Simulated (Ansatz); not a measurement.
```yaml
crystal:
  periodic: [false, false, false]
  atoms:
    - {symbol: Cu, position_ang: [0.000071, 0.000172, -0.023183]}
    - {symbol: N, position_ang: [-0.003530, -0.014039, 1.953516]}
    - {symbol: H, position_ang: [-0.421686, 0.832435, 2.326304]}
    - {symbol: H, position_ang: [0.939908, -0.079721, 2.322237]}
    - {symbol: H, position_ang: [-0.530843, -0.802779, 2.314314]}
    - {symbol: C, position_ang: [0.003490, 0.013839, -1.925141]}
    - {symbol: H, position_ang: [-1.016531, 0.024314, -2.324444]}
    - {symbol: H, position_ang: [0.507978, -0.871066, -2.328168]}
    - {symbol: H, position_ang: [0.521152, 0.896844, -2.315427]}
basis:
  gaussian: {orbitals: aug-cc-pVDZ}
total_charge: 1
magnetization: {spin_polarized: true, initial_magnetization: 1}
hamiltonian: {xc: {name: wB97X}}
```

```sh
$ ansatz run in.yaml --threads 4 --pin off --events-out ev --progress --plain --max-ram 3916MiB
```

Shortened log:

```
Functional definition: wB97X
1487 factors; their error is unknown
534 factors; integrals over basis functions are off by at most 1.7e-5 eV
mean field evaluation 1: about -47240.7174 eV, gradient 9.7e1 eV
mean field evaluation 2: about -46310.7607 eV, gradient 4.0e2 eV
mean field evaluation 4: about -47257.7446 eV, gradient 2.7e1 eV
mean field evaluation 8: about -47260.4893 eV, gradient 1.0e0 eV
mean field evaluation 16: about -47260.6512 eV, gradient 1.3e-2 eV
mean field evaluation 32: about -47259.4536 eV, gradient 1.7e1 eV
mean field -47260.65121348 eV, -1736.7968976756 hartree, gradient 6.2e-5 eV, S^2 0.752779; 6 other end points of the search recorded, 0 dependent functions left out
reference -47260.65116812 eV, -1736.7968960087 hartree; 24, 23 occupied and 135, 136 virtual orbitals, 1487 factors
Total energy: -47260.65116812 eV, -1736.7968960087 hartree
```

It took 19 s on 4 threads of Arm Neoverse V2 on a shared host, peak host memory 0.82 GiB.
